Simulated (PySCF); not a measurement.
# Nuclear quadrupole coupling in `CC(=S)NC1CCC1`

Compound: C6H11NS.
Cartesian coordinates in Å at the GFN2-xTB level; atoms count from 1:
```
atom  x, y, z in Å
C1    -2.5954   -0.6440   -0.0825
C2    -1.9869    0.5044    0.6548
S3    -2.9141    1.6455    1.3905
N4    -0.6510    0.5974    0.7231
C5     0.3338   -0.2341    0.0959
C6     1.0071    0.3317   -1.1777
C7     2.3839    0.0483   -0.5580
C8     1.7083   -0.2576    0.7881
H9    -3.6758   -0.5325   -0.0865
H10   -2.3440   -1.5866    0.4047
H11   -2.2347   -0.6763   -1.1103
H12   -0.3041    1.4261    1.1899
H13   -0.0799   -1.2309   -0.0552
H14    0.7800   -0.1904   -2.1039
H15    0.8062    1.3926   -1.3096
H16    3.0794    0.8838   -0.5543
H17    2.8770   -0.8178   -0.9926
H18    1.9817   -1.1966    1.2632
H19    1.8189    0.5462    1.5130
```

Field gradients from the PBE0/pcSseg-1 density (PySCF, non-relativistic), principal values in atomic units, ordered |Vxx| ≤ |Vyy| ≤ |Vzz|:

```json
{"atom": "S3", "Vxx": "0.4775", "Vyy": "1.8641", "Vzz": "-2.3416"}
{"atom": "N4", "Vxx": "0.3878", "Vyy": "0.4675", "Vzz": "-0.8552"}
```

Q: Find the asymmetry η = (Vxx − Vyy)/Vzz and the couplings χ = eQV/h (234.96 MHz × Q in barn × V in au), with Q(33S) = −0.0678 b, Q(14N) = 0.02044 b.

A: 
```tsv
atom	environment	nucleus	η	χzz (MHz)	χxx (MHz)	χyy (MHz)
S3	thiocarbonyl sulfur	33S	0.59	37.30	-7.61	-29.70
N4	nitrogen bound to a thiocarbonyl carbon	14N	0.09	-4.107	1.862	2.245
```

Q: What is Vzz at S3 in SI units (1 au = 9.71736 × 10²¹ V/m²)?

A: -2.3416 au = -22.754 × 10²¹ V/m².

Q: And the gradient at the other heavy atoms, for which no coupling is worked out here?

A: 
| atom | environment | Vzz (au) | η |
| --- | --- | --- | --- |
| C1 | methyl carbon | 0.104 | 0.86 |
| C2 | thiocarbonyl carbon | 0.428 | 0.53 |
| C5 | sp3 carbon bound to nitrogen | 0.259 | 0.25 |
| C6 | four-membered-ring carbon | -0.074 | 0.62 |
| C7 | four-membered-ring carbon | -0.075 | 0.47 |
| C8 | four-membered-ring carbon | -0.074 | 0.86 |

Q: What couplings would deuterons (Q(2H) = 0.00286 b) have in place of the hydrogens, at this geometry?

A: 
```csv
atom,bonded to,bond length (Å),Vzz (au),η,χzz (kHz)
H9,C1,1.086,0.3096,0.02,208
H10,C1,1.090,0.3095,0.03,208
H11,C1,1.090,0.3099,0.03,208
H12,N4,1.012,0.3859,0.18,259
H13,C5,1.090,0.3000,0.08,202
H14,C6,1.087,0.3154,0.00,212
H15,C6,1.088,0.3111,0.01,209
H16,C7,1.087,0.3150,0.00,212
H17,C7,1.087,0.3142,0.01,211
H18,C8,1.087,0.3147,0.01,211
H19,C8,1.088,0.3115,0.03,209
```

One conformer (not necessarily the lowest) at the GFN2-xTB geometry, without solvent, vibrations or thermal averaging. GFN2-xTB bond lengths can be off by several hundredths of an ångström, more for odd bonds, and the gradients follow them. With a basis this small, the couplings can be 20 % off.
